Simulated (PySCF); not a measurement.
C2H9PSi, SMILES C[SiH](P)C. The structure is a stationary point at PBE-D3(BJ)/def2-SVP. One conformer was computed; it need not be the lowest.

Computed equilibrium geometry at PBE-D3(BJ)/def2-SVP (PySCF confirms it by a frequency run) as Cartesian coordinates in Å (one conformer of several):
```xyz
13

Si    -0.3879     0.3875     0.2589
C      0.0084     1.8092    -0.9262
C     -1.9088    -0.5749    -0.3250
P      1.3342    -1.1013     0.4930
H     -0.6413     0.9422     1.6393
H      0.2190     1.4227    -1.9444
H      0.8961     2.3784    -0.5846
H     -0.8474     2.5130    -0.9945
H     -2.1537    -1.3971     0.3768
H     -1.7346    -1.0182    -1.3269
H     -2.7914     0.0935    -0.3957
H      1.5516    -1.1831    -0.9318
H      2.3216    -0.0617     0.6501
```
Charge 0, spin multiplicity 1.
